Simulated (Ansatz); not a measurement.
Ansatz (a quantum-chemistry and plane-wave program) job for CH3NO2Si, SMILES [SiH2](O)N=C=O, CAM-B3LYP/def2-SVPD. Geometry: PBE0-D3(BJ)/def2-SVP. Other conformers were not sampled.

Ansatz 0.2 input:
```yaml
crystal:
  periodic: [false, false, false]
  atoms:
    - {symbol: Si, position_ang: [-1.01095045, 0.73661441, 0.06260857]}
    - {symbol: O, position_ang: [-2.09082201, -0.28080756, -0.66663450]}
    - {symbol: N, position_ang: [0.56016776, 0.03162453, 0.13371247]}
    - {symbol: C, position_ang: [1.63449513, -0.48394449, 0.25110667]}
    - {symbol: O, position_ang: [2.68485462, -0.98266709, 0.35636198]}
    - {symbol: H, position_ang: [-0.86362624, 2.01747403, -0.68280829]}
    - {symbol: H, position_ang: [-1.50770124, 0.94511660, 1.44233019]}
    - {symbol: H, position_ang: [-1.95577234, -0.48509981, -1.59648901]}
basis:
  gaussian:
    orbitals: def2-SVPD
hamiltonian:
  xc: {name: CAM-B3LYP}
```

Log of the run:

```
WARN ansatz: RAYON_NUM_THREADS=1 ignored (pool sized by the plan → 1); use --threads N
Functional definition: CAM-B3LYP
integrals: 0.07 GiB planned
1143 factors; their error is unknown
integrals: 0.10 GiB planned
460 factors; integrals over basis functions are off by at most 3.4e-5 eV
mean field: 0.67 GiB planned
mean field evaluation 1: about -14532.7374 eV, gradient 6.7e1 eV
mean field evaluation 2: about -14527.3169 eV, gradient 8.7e1 eV
mean field evaluation 4: about -14540.2523 eV, gradient 4.5e0 eV
mean field evaluation 8: about -14540.2909 eV, gradient 1.2e-1 eV
mean field evaluation 16: about -14540.3386 eV, gradient 4.4e-5 eV
mean field -14540.33862539 eV, -534.3475886877 hartree, gradient 4.4e-5 eV, S^2 0.000000; 0 other end points of the search recorded, 0 dependent functions left out
reference -14540.33877124 eV, -534.3475940476 hartree; 23, 23 occupied and 111, 111 virtual orbitals, 1143 factors
Total energy: -14540.33877124 eV, -534.3475940476 hartree
```

The run converged.
